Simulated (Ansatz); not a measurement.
Isomers of C2H7Al, B3LYP-D3(BJ)/def2-TZVP minima from an xTB search, which can miss the lowest.
Isomer 1, SMILES [CH3][AlH][CH3] (charge 0, multiplicity 1):
| atom | x (Å) | y (Å) | z (Å) |
|---|---|---|---|
| C | -1.7104 | -0.0912 | 0.1939 |
| Al | 0.0232 | 0.6320 | -0.3593 |
| C | 1.6912 | -0.3146 | 0.0355 |
| H | -1.9587 | 0.2688 | 1.1995 |
| H | -2.5270 | 0.2221 | -0.4607 |
| H | -1.7100 | -1.1830 | 0.2453 |
| H | 0.0817 | 2.0132 | -1.1418 |
| H | 1.9992 | -0.9056 | -0.8353 |
| H | 2.5162 | 0.3692 | 0.2511 |
| H | 1.5947 | -1.0110 | 0.8719 |
Isomer 2, SMILES C[CH2][AlH2] (charge 0, multiplicity 1, Z-matrix in Å and degrees):
```
C
H 1 1.0980
H 1 1.0980 2 103.98
C 1 1.5355 2 110.19 3 118.06
H 4 1.0924 1 111.56 2 -177.39
H 4 1.0924 5 106.72 1 122.10
H 4 1.0933 5 107.27 6 114.71
Al 1 1.9620 2 107.40 3 -113.64
H 8 1.5856 1 119.85 2 55.68
H 8 1.5859 9 119.25 1 -180.00
```

Cores are frozen in the correlated methods. MP2 and its Hartree–Fock in cc-pV(Q+d)Z are density fitted.

Codes used: Ansatz (Gaussian orbitals). 

The energy of isomer 2 above isomer 1 is E(isomer 2) − E(isomer 1). Total energies (hartree):

```tsv
level	isomer 2	isomer 1
HF/cc-pV(T+d)Z	-321.7492719	-321.7700153
MP2/cc-pV(T+d)Z	-322.1934117	-322.2175212
HF/cc-pV(Q+d)Z	-321.7569818	-321.7776950
MP2/cc-pV(Q+d)Z	-322.2286469	-322.2530904
CCSD(T)/cc-pV(T+d)Z	-322.2533636	-322.2765145
```

**Question.** Work out the energy of isomer 2 above isomer 1 at the basis-set limit: extrapolate the MP2 correlation part as X⁻³, take Hartree–Fock from the larger set, and add the CCSD(T) − MP2 difference of cc-pV(T+d)Z.

**Answer.** 
1. Differences (1 hartree = 627.509 kcal/mol): HF/cc-pV(T+d)Z 13.017; MP2/cc-pV(T+d)Z 15.129; HF/cc-pV(Q+d)Z 12.998; MP2/cc-pV(Q+d)Z 15.339; CCSD(T)/cc-pV(T+d)Z 14.527.
2. Correlation parts, MP2 less HF: 2.112 in cc-pV(T+d)Z (X = 3), 2.341 in cc-pV(Q+d)Z (X = 4).
3. Limit (4³·(2.341) − 3³·(2.112))/(4³ − 3³) = 2.508; with HF/cc-pV(Q+d)Z it gives 15.505.
4. CCSD(T) less MP2 in cc-pV(T+d)Z: -0.602.
Result: 14.90 kcal/mol, against 15.13 at MP2/cc-pV(T+d)Z. It is an estimate of this method's limit, not of the exact value.

Ansatz is a quantum-chemistry and plane-wave program.
